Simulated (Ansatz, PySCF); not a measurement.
Energy difference 0.5 R1 + 1.5 R2 → P1, each structure at its B3LYP-D3(BJ)/def2-TZVP stationary point, reached from a drawn start (curvature not checked).
R1: N2 (SMILES N#N), charge 0, multiplicity 1.
P1: NH3 (SMILES N), charge 0, multiplicity 1.
R2, H2 (SMILES [H][H]) (charge 0, multiplicity 1):
| atom | x (Å) | y (Å) | z (Å) |
|---|---|---|---|
| H | 0.0000 | 0.0000 | 0.3720 |
| H | 0.0000 | 0.0000 | -0.3720 |

P less R. No zero-point or thermal terms.

Frozen-core correlation throughout. CBS: X⁻³ extrapolation of the correlation energy, Hartree–Fock from the larger set.

Run with Ansatz (a first-principles code); PySCF for the D3/D4 terms. Each number belongs to the level named beside it.

PBE/def2-TZVPP gives -22.35 kcal/mol for the reaction energy.

Task: Predict the shift from PBE, with its sign, for: PBE-D3(BJ)/def2-TZVPP, r2SCAN/def2-TZVPP, PBE0/def2-TZVPP, wB97M-V/def2-TZVPP, B2PLYP/def2-TZVPP, MP2/CBS(cc-pVTZ, cc-pVQZ), CCSD(T)/CBS(cc-pVTZ, cc-pVQZ).

Result: PBE-D3(BJ)/def2-TZVPP -0.26; r2SCAN/def2-TZVPP 0.05; PBE0/def2-TZVPP -2.65; wB97M-V/def2-TZVPP 1.39; B2PLYP/def2-TZVPP 3.42; MP2/CBS(cc-pVTZ, cc-pVQZ) 2.67; CCSD(T)/CBS(cc-pVTZ, cc-pVQZ) 2.60 kcal/mol. 5 of 7 lie above PBE; the widest gap is to B2PLYP/def2-TZVPP.
